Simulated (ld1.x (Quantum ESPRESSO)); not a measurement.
**W (Z = 74): TM pseudisation with PBE, scalar-relativistic reference atom.**

ld1.x (Quantum ESPRESSO) 7.5 was run on this input:

```
&input
   title='W', zed=74., rel=1, dft='PBE', iswitch=3,
   config='[Xe] 4f14 5d4 6s1.75 6p0',
   nld=3, rlderiv=3.15, eminld=-5.0, emaxld=5.0, deld=0.02
 /
 &inputp
   pseudotype=2, tm=.true., lloc=-1, rcloc=1.60,
   nlcc=.false.,
   file_pseudopw='W.UPF', file_wfcaegen='ae.wfc', file_wfcncgen='nc.wfc', file_beta='beta', file_chi='chi'
 /
3
6S  1  0   1.75   0.00  2.90  2.90  0.0
5P  2  1   6.00   0.00  1.65  1.65  0.0
5D  3  2   4.00   0.00  2.65  2.65  0.0
 &test
   configts(1)='5p6 5d4 6s1.75 6p0'
 /
```

Command:

```bash
ld1.x < W.in > W.out
```

Resulting log (shortened: banner, matrices, multipoles, cross overlaps and the repeated all-electron block are left out):

```
Program LD1 v.7.5
     --------------------------- All-electron run ----------------------------

     W
     scalar relativistic calculation

     atomic number is 74.00
     dft =PBE   lsd =0 sic =0 latt =0  beta=0.20 tr2=1.0E-14
     Exchange-correlation= PBE
                           (   1   4   3   4   0   0   0)
     mesh =1273 r(mesh) =  99.08072 a.u. xmin = -7.00 dx = 0.01250
     1 Ry =  13.60569312 eV, c = 137.03599908

     n l     nl                  e(Ry)          e(Ha)          e(eV)
     1 0     1S 1( 2.00)     -5108.1620     -2554.0810    -69500.0852
     2 0     2S 1( 2.00)      -881.7537      -440.8769    -11996.8704
     2 1     2P 1( 6.00)      -771.0662      -385.5331    -10490.8900
     3 0     3S 1( 2.00)      -203.1733      -101.5866     -2764.3134
     3 1     3P 1( 6.00)      -170.4004       -85.2002     -2318.4153
     4 0     4S 1( 2.00)       -42.0169       -21.0085      -571.6692
     4 1     4P 1( 6.00)       -31.2690       -15.6345      -425.4370
     3 2     3D 1(10.00)      -132.7336       -66.3668     -1805.9321
     5 0     5S 1( 2.00)        -5.9408        -2.9704       -80.8281
     5 1     5P 1( 6.00)        -3.3049        -1.6524       -44.9653
     4 2     4D 1(10.00)       -17.6531        -8.8266      -240.1827
     4 3     4F 1(14.00)        -2.5695        -1.2847       -34.9594
     5 2     5D 1( 4.00)        -0.4552        -0.2276        -6.1932
     6 0     6S 1( 1.75)        -0.5336        -0.2668        -7.2594
     6 1     6P 1( 0.00)        -0.1934        -0.0967        -2.6320

     final scf error:  9.1E-15 reached in  31 iterations

     Etot =  -32284.917106 Ry,  -16142.458553 Ha, -439258.674645 eV

     Ekin =   35580.463530 Ry,   17790.231765 Ha,  484096.867960 eV
     Encl =  -79823.062779 Ry,  -39911.531389 Ha,-1086048.096306 eV
     Eh   =   12602.970459 Ry,    6301.485230 Ha,  171472.148506 eV
     Exc  =    -645.288316 Ry,    -322.644158 Ha,   -8779.594805 eV

     normalization and overlap integrals

     s(1S/1S) =  1.000000  <r> =   0.0183  <r2> =    0.0005  r(max) =   0.0115
     s(2S/2S) =  1.000000  <r> =   0.0776  <r2> =    0.0071  r(max) =   0.0653
     s(2P/2P) =  1.000000  <r> =   0.0694  <r2> =    0.0059  r(max) =   0.0541
     s(3S/3S) =  1.000000  <r> =   0.2010  <r2> =    0.0462  r(max) =   0.1842
     s(3P/3P) =  1.000000  <r> =   0.2013  <r2> =    0.0470  r(max) =   0.1842
     s(4S/4S) =  1.000000  <r> =   0.4495  <r2> =    0.2281  r(max) =   0.4204
     s(4P/4P) =  1.000000  <r> =   0.4780  <r2> =    0.2599  r(max) =   0.4419
     s(3D/3D) =  1.000000  <r> =   0.1824  <r2> =    0.0390  r(max) =   0.1490
     s(5S/5S) =  1.000000  <r> =   1.0671  <r2> =    1.2798  r(max) =   0.9593
     s(5P/5P) =  1.000000  <r> =   1.2494  <r2> =    1.7717  r(max) =   1.0870
     s(4D/4D) =  1.000000  <r> =   0.5113  <r2> =    0.3030  r(max) =   0.4531
     s(4F/4F) =  1.000000  <r> =   0.6078  <r2> =    0.4645  r(max) =   0.4310
     s(5D/5D) =  1.000000  <r> =   2.0444  <r2> =    5.0890  r(max) =   1.4858
     s(6S/6S) =  1.000000  <r> =   3.1157  <r2> =   11.0543  r(max) =   2.6404
     s(6P/6P) =  1.000000  <r> =   4.4950  <r2> =   23.4044  r(max) =   3.6090

     ------------------------ End of All-electron run ------------------------

     --------------------- Generating NC pseudopotential ---------------------

      Generating local potential from pseudized AE potential:
      Matching radius rcloc =   1.6000

      Local pseudo, rcloc= 1.601 Estimated cut-off energy=     9.75 Ry

      Wfc   6S  rcut= 2.918  Using Troullier-Martins method

      Wfc   5P  rcut= 1.642  Using Troullier-Martins method

      Wfc   5D  rcut= 2.640  Using Troullier-Martins method

     ------------------- End of pseudopotential generation -------------------

     Computing logarithmic derivative in   3.16516
     Message from routine run_pseudo:
     Warning: convergence not achieved
     Computing logarithmic derivative in   3.16516
     Computing the partial wave expansion
     R is outside the sphere for l=    0 j= 0.00
     R is outside the sphere for l=    1 j= 0.00
     R is outside the sphere for l=    2 j= 0.00

     ---------------------- Testing the pseudopotential ----------------------

     W
     scalar relativistic calculation

     atomic number is 74.00   valence charge is 12.00
     dft =PBE   lsd =0 sic =0 latt =0  beta=0.20 tr2=1.0E-14
     mesh =1273 r(mesh) =  99.08072 xmin = -7.00 dx = 0.01250

     n l     nl             e AE (Ry)        e PS (Ry)    De AE-PS (Ry)
     2 1     5P   1( 6.00)       -3.30489       -3.30490        0.00001
     3 2     5D   1( 4.00)       -0.45519       -0.45520        0.00000
     1 0     6S   1( 1.75)       -0.53355       -0.53356        0.00000
     3 1     6P   1( 0.00)       -0.19345       -0.19461        0.00116

     eps = 7.8E-13  iter =201

     Etot =  -32284.917106 Ry,  -16142.458553 Ha, -439258.674645 eV
     Etotps =   -91.057977 Ry,     -45.528988 Ha,   -1238.906887 eV

     Ekin =      34.644684 Ry,      17.322342 Ha,     471.364941 eV
     Encl =    -194.479871 Ry,     -97.239935 Ha,   -2646.033440 eV
     Ehrt =      71.773838 Ry,      35.886919 Ha,     976.532812 eV
     Ecxc =     -11.068576 Ry,      -5.534288 Ha,    -150.595643 eV
     Epseu=       8.071948 Ry,       4.035974 Ha,     109.824443 eV

     ---------------------- End of pseudopotential test ----------------------
```

Note: ghost state, extra bound levels that the all-electron valence spectrum of the same l lacks: s at -108.4 eV. A true bound ghost makes a file unfit for plane-wave use.

Generation and configuration tests took about 2.4 s on one core of a shared server CPU.
